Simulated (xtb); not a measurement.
H2P (SMILES [PH2]), doublet, geometry from GFN2-xTB. Base run: xtb with GFN2-xTB.

The xtb input:
```
$ xtb mol.xyz --gfn 2 --uhf 1 --json

# file mol.xyz
3

P      0.00300800    -0.00080054     0.11434732
H     -0.02238001     1.00221204    -0.85063528
H     -0.02274002    -0.99020401    -0.86457453
```

Each row names what was changed in the base input (with any setting that the change needs).

```tsv
change	ΔE vs base (mEh)	dipole (D)	SCF cycles
base	0.000	1.31	10
etemp = 5000	-2.475	1.33	9
acc = 0.1	0.000	1.31	10
alpb = cs2	-1.782	1.36	9
etemp = 10000	-23.113	1.43	9
acc = 30	0.000	1.31	7
etemp = 1000	0.000	1.31	10
```

ALPB and GBSA are two models with their own fitted parameters for each solvent, which aren't always the measured dielectric constant.
